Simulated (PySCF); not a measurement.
## Spectroscopy problems

[PySCF 2.14.0 with density-fitted response routines: J: B3LYP/pcJ-1 (spin–dipole term left out of most H,H and C,H couplings); geometry from GFN2-xTB; σ from GIAO-PBE0/pcSseg-1; relativity neglected; single conformer; in vacuum; fast rotation and ring inversion assumed for equivalent nuclei]

δ = σ(ref) − σ, references computed at the same level: 1H and 13C against TMS. Multiplet labels drop J under 1 Hz and among equivalent protons, and merge close values. Unscaled 3J(H,H) run several per cent high. Splittings of carbon signals by F and P are missing where no couplings were computed. Where no couplings were computed, multiplicities follow the n + 1 count of equivalent neighbours, and m marks all less simple cases (inequivalent or close neighbours, rings, F or P nearby). Shifts are as computed. Against solution values, carbons near 30 ppm lie about +3 ppm off and those near 130 ppm about +5 ppm. Of 1211 compounds with measured shifts, 218 miss one by over three times the rms of a fit or turn the order of signals round; such compounds aren't used in these exercises.

**Question.** C6H10. 1H NMR (300 MHz, computed): δ 5.89 (ddt, J = 17.5, 11.1, 8.1 Hz, 1H), 5.78 (m, 1H), 5.57 (m, 1H), 5.39 (dt, J = 17.5, 1.6 Hz, 1H), 5.23 (dt, J = 11.1, 1.3 Hz, 1H), 2.96 (m, 2H), 1.85 (m, 3H). 13C{1H} NMR (computed): δ 146.6, 135.8, 132.3, 121.1, 38.3, 15.9. Give a structure.

**Answer.** SMILES C=CC/C=C\C. The formula gives 2 degrees of unsaturation (no ring in the answer). 6 carbon signals for 6 carbons: no two carbons are equivalent. Carbon types of the structure: 3 × CH, 2 × CH2, 1 × CH3, which accounts for all hydrogens. δC 146.6, 135.8, 132.3: alkene CH; as expected for a trigonal carbon in a double bond. δC 121.1: terminal =CH2 carbon; as expected for a trigonal carbon in a double bond. δC 38.3: allylic sp3 CH2; a saturated carbon with 2 carbon neighbours and no heteroatom attached. δH 1.85: hydrogen on an allylic methyl carbon; allylic position. The protons at 5.39 and 5.89 share a coupling of 17.5 Hz (vicinal, trans across C=C). The protons at 5.57 and 5.78 share a coupling of 12.6 Hz (vicinal, cis across C=C). The protons at 5.23 and 5.89 share a coupling of 11.1 Hz (vicinal, cis across C=C). The protons at 2.96 and 5.57 share a coupling of 8.8 Hz (vicinal).

The shifts were computed for this structure.

**Question.** C7H11OPSi. 1H NMR (500 MHz, computed): δ 7.71 (m, 1H), 6.83 (m, 1H), 6.58 (m, 1H), 6.32 (m, 1H), 5.99 (m, 1H), 4.45 (m, 3H), 2.18 (s, 3H). 13C{1H} NMR (computed): δ 169.2 (C), 156.7 (C), 143.0 (CH), 137.7 (CH), 135.2 (CH2), 127.2 (C), 22.7 (CH3). Give a structure.

**Answer.** `C=CC1=CC(C)=C([SiH3])[P@@H]1=O`. 7 carbon signals for 7 carbons: no two carbons are equivalent. Carbon types of the structure: 3 × C, 2 × CH, 1 × CH2, 1 × CH3, leaving 4 H on heteroatoms. δC 169.2, 156.7, 127.2: fully substituted alkene carbon. δC 143.0, 137.7: alkene CH; as expected for a trigonal carbon in a double bond. δC 135.2: terminal =CH2 carbon; the olefinic region. δH 6.58, 5.99: hydrogen on a terminal =CH2 carbon; a vinylic proton, deshielded by the sp2 carbon and the C=C anisotropy.

The data come from this structure; uniqueness wasn't tested.
